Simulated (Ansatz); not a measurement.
`B/C=C/CF` at its PBE0-D4/def2-TZVP geometry, where that method's forces vanish. Charge 0, multiplicity 1.

```xyz
11

B    -1.0526   -1.6450    0.8731
C     0.0166   -0.5814    0.6202
C    -0.1233    0.2833   -0.3949
C     0.8215    1.3629   -0.7639
F     1.9160    1.4118    0.0629
H    -2.0083   -1.6876    0.1497
H    -0.9626   -2.4327    1.7690
H     0.9076   -0.4868    1.2365
H    -1.0024    0.2219   -1.0360
H     0.3143    2.3358   -0.7228
H     1.1732    1.2179   -1.7938
```

**Question.** What forces (eV/Å) does ωB97M-V/def2-TZVPP give on these atoms in Ansatz? (Estimate.)

**Answer.** Ansatz gave: 
```
B1  -0.146 -0.129  0.018
C2   0.126  0.129 -0.034
C3  -0.192 -0.241  0.098
C4  -0.123  0.246 -0.356
F5   0.209 -0.015  0.183
H6   0.120  0.007  0.089
H7  -0.014  0.102 -0.118
H8  -0.069  0.000 -0.056
H9   0.070  0.001  0.055
H10  0.053 -0.107  0.006
H11 -0.034  0.006  0.115
```
